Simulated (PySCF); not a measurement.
# Ionisation energy of Co by level of theory

Co [Ar] 3d7 4s2 (4F) → Co⁺ [Ar] 3d8 (3F), as a difference of total energies. Calculation: PySCF 2.14, in aug-cc-pVDZ (7s6p4d2f, 59 functions); the non-relativistic Hamiltonian (point nucleus). Correlated levels: valence: [Ar] frozen. The calculations carry no spin-orbit coupling.

```csv
method,ionisation energy (eV),difference from reference (eV)
UHF,7.830,-0.039
MP2 (valence),7.052,-0.817
SCS-MP2 (valence),7.132,-0.737
CCSD (valence),7.675,-0.194
CCSD(T) (valence),7.699,-0.170
```

Reference: 7.869 eV (measured; NIST levels, between the centres of gravity of the two terms).

These non-relativistic numbers lack the scalar-relativistic shift.

Errors of the correlated levels include the incompleteness of this basis and the frozen core.
